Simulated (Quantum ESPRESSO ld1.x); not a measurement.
Q: A nucleus of charge 20.5 with 20 electrons, configuration [Ar] 3d1 4s1. All-electron calculation, scalar-relativistic Kohn-Sham, LDA (Slater exchange, VWN5 correlation), spin-unpolarised, spherical densities, point nucleus. Program: ld1.x of Quantum ESPRESSO 7.5. Some entries of the table are withheld. Estimate them.

| orbital | occ. | eigenvalue (eV) | <r> (bohr) |
|---|---|---|---|
| 1s | 2 | -4160.110 | (1) |
| 2s | 2 | (2) | 0.3547 |
| 2p | 6 | (3) | 0.3179 |
| 3s | 2 | -52.216 | 1.120 |
| 3p | 6 | (4) | 1.228 |
| 4s | 1 | -6.234 | 3.726 |
| 3d | 1 | -4.641 | (5) |

A: 
(1) 1s <r> (bohr): 0.07506
(2) 2s eigenvalue (eV): -443.828
(3) 2p eigenvalue (eV): -362.152
(4) 3p eigenvalue (eV): -32.313
(5) 3d <r> (bohr): 2.119
